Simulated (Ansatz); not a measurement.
System: sum formula SnCl$_{3}$F, net charge 0, singlet state. 
Geometry from a B3LYP-D3(BJ)/def2-TZVP (Ansatz, a first-principles code) optimisation:
```xyz
5

F     -0.0974    -0.1578     2.0597
Sn    -0.0076    -0.0123     0.1611
Cl    -1.8372    -1.1113    -0.6976
Cl     1.9602    -0.9975    -0.5094
Cl    -0.0491     2.2287    -0.3571
```

Basis-set convergence of Hartree-Fock and CCSD correlation energies (hartree) with Ansatz. Cores are frozen in the correlated levels unless marked. No spin-orbit coupling. The frozen core is the preceding noble-gas configuration, with the filled d and f shells of earlier blocks. Past Kr the def2 sets carry scalar-relativistic core potentials.

```csv
basis,functions,E(HF),"E(corr, CCSD)"
def2-SVP,94,-1690.92766,-0.69499
def2-TZVPP,207,-1691.54826,-0.95534
def2-QZVPP,349,-1691.59556,-1.04138
```

Extrapolating the two largest sets (X = 3 and 4) as X^-3: E(corr) = (64·(-1.04138) - 27·(-0.95534))/37 = -1.1042 Eh, an estimate of the basis-set limit. The largest set recovers 94.3 % of it, the smallest 62.9 %.
